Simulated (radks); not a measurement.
Results of a calculation; reference values are marked as such.
Question: Isoelectronic series with 62 electrons, all held in the configuration [Xe] 4f6 6s2, which need not be the ground one along the series. Code: a radial shooting solver on a logarithmic mesh with Libxc functionals. Model: Dirac Kohn-Sham, LDA (Slater exchange, Perdew-Wang correlation), spin-unpolarised, spherical densities, finite nucleus; open shells fill j = l - 1/2 first; Fermi nuclear charge, rms radius of each element as measured or else 0.836 A^(1/3) + 0.57 fm. Total energies (hartree) and orbital eigenvalues (eV):

ion    E (hartree)      4f5/2      6s1/2      5p3/2      5p1/2
Sm     -10426.6629    -2.7623    -3.7154   -22.2006   -25.7674
Eu+    -10843.7252   -17.3770   -10.2740   -33.9023   -38.0825
Gd2+   -11270.5726   -35.6418   -18.3688   -47.8787   -52.7959
Dy4+   -12153.7757   -80.4072   -38.2918   -80.9195   -87.6146
Ho5+   -12610.2571  -106.3801   -49.9318   -99.6809  -107.4132
Er6+   -13076.7064  -134.5546   -62.6209  -119.8332  -128.7042
Tm7+   -13553.2590  -164.8399   -76.3267  -141.3293  -151.4448
Yb8+   -14039.9060  -197.1689   -91.0251  -164.1353  -175.6056
Lu9+   -14536.7954  -231.4892  -106.6986  -188.2250  -201.1657
Hf10+  -15044.0579  -267.7592  -123.3341  -213.5780  -228.1109
Ta11+  -15561.7251  -305.9461  -140.9215  -240.1784  -256.4312
W12+   -16089.9033  -346.0222  -159.4533  -268.0133  -286.1205

Estimate the row of Tb3+.

Answer: E (hartree) -11707.2829; 4f5/2 -56.7632; 6s1/2 -27.7476; 5p3/2 -63.6165; 5p1/2 -69.3734.
